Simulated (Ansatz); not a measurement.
`[CH3][Al]([SH])[Br]` + HCl → `[CH3][Al]([SH])[Cl]` + HBr  (ligand exchange at the Al–Br bond)

Isolated molecules relaxed with PBE0-D4/def2-TZVP in Ansatz; ΔE leaves out vibrations. CCSD(T)/CBS adds triple-zeta CCSD(T) − MP2 to the extrapolated MP2 energy (def2 sets, frozen cores). This one scheme is used for every species. DFT in def2-TZVPP. B3LYP here is the variant with VWN-RPA as its local correlation; programs differ in this. HSE06 is defined as in plane-wave codes. For Br outer-core shells are correlated without core-valence functions, which leaves a few kJ/mol of doubt a bond. Scalar relativity is left out up to krypton. One conformer a species, not always the lowest.

```tsv
level	ΔE (kcal/mol)	difference from CCSD(T)/CBS
PBE-D4	-0.3	-0.5
BLYP-D4	-1.1	-1.3
B3LYP	-1.0	-1.2
HSE06	-0.2	-0.4
BHLYP	-0.7	-0.9
RPA@PBE/def2-TZVPP	-0.2	-0.4
HF/def2-SVP	-2.0	-2.2
CCSD(T)/def2-SVP	-1.5	-1.7
HF/def2-QZVPP	-0.4	-0.6
CCSD/CBS(def2)	0.2	0.0
CCSD(T)/CBS	0.2	0
```

Largest T1 diagnostic among the species: 0.010.

Leaving LDA and LC-ωPBE aside and taking each functional with its dispersion term where it has one, the values, not all of them listed here, spread over 1.7 kcal/mol, from B97M-V to PBE-QIDH. At CCSD(T), def2-SVP lies −1.7 kcal/mol from the extrapolated value and def2-TZVPP −0.3 kcal/mol.
